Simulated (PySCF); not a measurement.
Unrelated species, one level of theory. Method: PySCF 2.14.0, density-fitted response routines, TDDFT CAM-B3LYP/def2-SVPD, vertical, gas phase, core orbitals frozen in the response. Geometries: GFN2-xTB; one conformer of each isolated species. Triplets are in the Tamm–Dancoff approximation. 'Strongest' means the level of largest summed f among the lowest 8 singlets; it needn't be the same kind of state in each.

Problem. Rank by computed lowest singlet excitation energy, highest first.
A. `p1coc(c1)C=C`
B. `F[C@@H]1C[C@]1(F)OC(F)(F)F`
C. `CC(=O)P=C(C)C`
D. `CO/C=P/C1CC1`
E. `[SiH2]1[C@H]([SiH2][C@H]1[SiH3])C=C`
F. `CC[C@H]1CC=CO1`
G. `C[P@]1(=O)C=CCC1`

Solution. B (7.92 eV), G (6.12 eV), F (5.98 eV), E (5.68 eV), D (4.92 eV), A (4.77 eV), C (3.12 eV).

```
                              SMILES  S1 (eV)  α (au)  first f ≥ 0.01 (nm)  strongest (eV)  gap (eV)  S1 mainly
          F[C@@H]1C[C@]1(F)OC(F)(F)F     7.92    54.0                  142            9.69     11.48  H→L (48%)
                    C[P@]1(=O)C=CCC1     6.12    79.9                  203            7.09      9.43  H→L (61%)
                      CC[C@H]1CC=CO1     5.98    71.8                  207            6.34      8.88  H→L (82%)
C=C[C@H]1[SiH2][C@@H]([SiH3])[SiH2]1     5.68   127.1                  187            6.61      8.48  H→L (87%)
                        CO/C=P/C1CC1     4.92    89.0                  252            4.92      7.61  H→L (96%)
                          C=Cc1cpco1     4.77    88.9                  260            6.16      7.34  H→L (96%)
                       CC(=O)P=C(C)C     3.12    93.3                  270            4.59      7.05  H→L (87%)
```

H and L stand for HOMO and LUMO.
